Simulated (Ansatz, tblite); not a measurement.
Cost and result up the ladder for Sn2Se2 (4 atoms). Charge 0, multiplicity 1. Geometry: PBE-D4/def2-SVP.

```xyz
4

Sn    1.1546   -0.3871   -1.2258
Sn   -0.9037   -0.0510    1.4718
Se    1.1443    1.4081    0.7000
Se   -1.3952   -0.9700   -0.9460
```

Ansatz on 4 threads of Arm Neoverse V1 on a shared host; xTB runs through tblite on one thread. Times are rough, summed over both states, and most runs start from the orbitals of an earlier one. PBE0-D4/def2-TZVP serves as the yardstick here, not as an exact answer. Differences are given only for rows in sets of like size (and for xTB, whose basis is part of the method), since another set adds its own error. The other state is a triplet at its own geometry.

In the def2 sets Sn takes a core potential; there is no spin–orbit coupling. The xTB rows come from tblite. LC-ωPBE has ω = 0.4 bohr⁻¹. Correlated methods freeze 26 core orbitals; core or outer-core shells of Sn, Se are correlated, in sets that lack core-valence functions. The rows differ in basis, and correlated rows in double-zeta sets carry the largest basis error. In CCSD on the charge 0 triplet the largest single amplitude is 0.32, so its Hartree–Fock determinant may place the open shell otherwise than the density functionals do. At PBE0-D4/def2-TZVP a singlet of charge 0 lies 1.56 eV below the triplet, each at its own geometry. The structure comes from a short search, and lower isomers may exist.

Correlated methods converge slowly with the basis, most of all in double-zeta sets (MP2 moves by 0.22 eV from def2-SVP to def2-TZVP here).

xTB has no spin-polarisation term.

```
                          level  functions  triplet − singlet (eV)  difference from PBE0-D4/def2-TZVP (eV)
               PBE-D4/def2-TZVP        196                    1.48                                   -0.08
PBE0-D4/def2-TZVP (with forces)        196                    1.56                                    0.00
              LC-ωPBE/def2-TZVP        196                    1.72                                    0.16
                  MP2/def2-TZVP        196                    1.97                                    0.41
            r2SCAN-D4/def2-TZVP        196                    1.42                                   -0.13
               CCSD(T)/def2-SVP        116                    1.56                                       –
                       GFN2-xTB         36                    2.20                                    0.64
                       GFN1-xTB         36                    2.40                                    0.84
             BHLYP-D4/def2-TZVP        196                    1.69                                    0.13
```

Estimate how long each takes.

GFN1-xTB 0.009 s; GFN2-xTB 0.011 s; PBE-D4/def2-TZVP 7.8 s; LC-ωPBE/def2-TZVP 16 s; r2SCAN-D4/def2-TZVP 18 s; PBE0-D4/def2-TZVP (with forces) 19 s; MP2/def2-TZVP 20 s; BHLYP-D4/def2-TZVP 33 s; CCSD(T)/def2-SVP 87 s. On shared hardware such times vary by a factor of up to 3.
